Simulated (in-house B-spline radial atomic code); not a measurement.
Settings and results of a run for the krypton ion Kr²⁺. Computed with an all-electron radial atomic-structure program (B-spline basis): scalar-relativistic (X2C) Hartree-Fock, spin-polarised, averaged over the determinants with the given up and down occupations, Fermi nucleus of rms radius 4.1884 fm, inside a hard spherical wall at 2.39 bohr.

Command:
```bash
python run_scf.py task.json out
```
Settings (nuclear radius in fm, mass in u):
```
Z                36
configuration    [Ar] 3d10 4s2 4p4
hamiltonian      x2c
method           hf
spin_polarised   True
nucleus          fermi
rms_radius       4.1884
atomic_mass      83.9115
speed_of_light   137.035999084
wall_radius      2.39
```

Output (hartree, bohr):
```
 radial grid: 60 intervals, B-splines of order 8, outer radius 2.39 bohr

 iter        energy (Eh)    residual
    1      -2784.0980894    4.48e-01
    2      -2784.4491503    6.27e-02
    3      -2784.5136562    1.56e-02
    4      -2784.5165678    5.88e-03
    5      -2784.5167237    1.77e-03
    6      -2784.5167635    3.42e-04
    7      -2784.5167656    6.38e-05
    8      -2784.5167656    2.42e-06
    9      -2784.5167656    3.91e-07
   10      -2784.5167656    2.58e-08

 total energy                    -2784.516766
 kinetic                           2874.48925
 electron-nucleus                 -6737.07899
 electron-electron                 1078.07297

 orbital      occ     eigenvalue          <r>       <r^2>       <1/r>       r_max
 1s up      1.000     -529.52324    0.0410427  0.00228078     37.6746     0.02659
 1s down    1.000     -529.50075    0.0410413  0.00228061     37.6756     0.02659
 2s up      1.000      -72.26463     0.182677   0.0394258     8.34808      0.1539
 2s down    1.000      -72.25173     0.182656   0.0394138     8.34838      0.1539
 2p up      3.000      -63.72776     0.159945   0.0313226     7.99798      0.1233
 2p down    3.000      -63.70168     0.159984   0.0313373     7.99604      0.1234
 3s up      1.000      -11.51703     0.527769    0.320116     2.73613      0.4659
 3s down    1.000      -11.47744      0.52789    0.320024     2.73278      0.4663
 3p up      3.000       -8.71120     0.539096    0.339871      2.5544      0.4633
 3p down    3.000       -8.65799     0.540574    0.341685      2.5461      0.4643
 3d up      5.000       -4.02793     0.559459    0.384641      2.2534      0.4152
 3d down    5.000       -4.00050     0.556096    0.378784     2.26118      0.4151
 4s up      1.000       -1.56761      1.30979     1.87315    0.994571       1.283
 4s down    1.000       -1.24618      1.30999     1.87469    0.995457       1.281
 4p up      3.000       -0.67743      1.35764     2.01101    0.949757       1.366
 4p down    1.000       -0.52486      1.35816     2.01413    0.952414       1.368
```

Time taken, with all properties: 0.16 s on 1 thread of Arm Neoverse V2 (shared host).

One-electron X2C: radii and densities carry no picture-change correction, so inner-shell <1/r> comes out high (for 1s by about 2 % at Z = 33, 5 % at 54, 10 % at 75, 30 % at 118) and <r> low.
